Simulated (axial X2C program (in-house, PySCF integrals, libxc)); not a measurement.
**Which molecule has these constants?**

Calculated with an in-house all-electron X2C program for linear molecules (integrals from PySCF), spin-free (one-electron X2C) or two-component (2c: spin–orbit coupling with atomic mean-field Coulomb and Gaunt terms, which also bring small scalar terms), in Dyall basis sets with cores contracted in-house; open shells are unrestricted.

A two-component PBE0 calculation in a Dyall 3-zeta basis gave Re = 1.952 Å, ωe = 630.4 cm⁻¹, De = 3.63 eV, Ω = 1/2.

**Question.** Which molecule is it?
A. SrS⁻
B. SrSe⁻
C. SrO⁻
D. SrTe⁻

**Answer.** C. The others have SrSe⁻ 2.660 Å and 239.9 cm⁻¹ (Ω = 1/2); SrTe⁻ 2.905 Å and 188.4 cm⁻¹ (Ω = 1/2); SrS⁻ 2.517 Å and 348.5 cm⁻¹ (Ω = 1/2).

Each entry is the lowest single determinant of a limited PBE0 search at one distance. De goes to single-determinant-based atoms at the same level (for ions the charge split of lowest energy) and is withheld (n/a) where an atom does not fit its ground term or J level. Main or longest-lived isotopes. Some light 2c atoms are not at their ground J level, so De misses part of their lowering (0.04 eV or less). The functionals have no current term, which raises determinants with orbital currents.
